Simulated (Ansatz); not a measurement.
ClH5OSiSn (`[OH][SnH2][SiH2]Cl`). Total charge 0; spin multiplicity 1. Correlated methods include outer-core shells of Sn, which these sets cover unevenly. Sn takes the def2 core potential.

```xyz
9

O    -1.100    1.999    0.201
Sn    0.328    0.901   -0.604
Si    0.143   -1.488    0.343
Cl   -1.566   -2.388   -0.373
H    -0.991    2.128    1.145
H     1.833    1.627   -0.216
H    -0.007    1.006   -2.268
H     0.057   -1.460    1.826
H     1.303   -2.325   -0.055
```

Problem. Give the diagnostics of a CCSD(T)/def2-TZVPP run (frozen core, Ansatz 0.2.0). (Estimate.)

Solution. Ansatz gave: T1 = 0.0129, largest single amplitude 0.022, largest double 0.031, (T) share of the correlation energy 3.4 %, 10 CCSD cycles. The RHF solution is stable towards an unrestricted one. T1 lies under the customary mark of 0.02 for closed shells.
